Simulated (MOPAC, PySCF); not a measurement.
Ligands exchanged one at a time, Ge F-Cl. All species are isolated molecules in the gas phase. Strings in code marks are SMILES.

Quantity: redistribution energy (mixed species minus the weighted end members), in eV. Semi-empirical values (MOPAC) are differences of heats of formation.

Level 1: PBE-D3(BJ)/def2-TZVP // B3LYP-D3(BJ)/def2-TZVP (PySCF)
Level 2: PBE/6-31G* // B3LYP-D3(BJ)/def2-TZVP (PySCF)
Level 3: HF/STO-3G // B3LYP-D3(BJ)/def2-TZVP (PySCF)
Level 4: AM1 // B3LYP-D3(BJ)/def2-TZVP (MOPAC)

```tsv
species	level 2	level 3	level 4
2 of 4 F replaced by Cl: `[F][Ge]([Cl])([Cl])[F]`	-0.092	-0.235	0.034
3 of 4 F replaced by Cl: `[Cl][Ge]([F])([Cl])[Cl]`	-0.073	-0.168	0.043
1 of 4 F replaced by Cl: `[F][Ge]([F])([Cl])[F]`	-0.065	-0.185	0.011
```

Problem. What does level 1 give for each, and how far do the other levels lie from it on average?

Solution. 
- 2 of 4 F replaced by Cl: `[F][Ge]([Cl])([Cl])[F]`: -0.032
- 3 of 4 F replaced by Cl: `[Cl][Ge]([F])([Cl])[Cl]`: -0.020
- 1 of 4 F replaced by Cl: `[F][Ge]([F])([Cl])[F]`: -0.028
Mean absolute difference from level 1, which has limits of its own, over these rows (drawn at random from the members that have all these levels): level 2 0.050 eV, level 3 0.169 eV, level 4 0.056 eV.
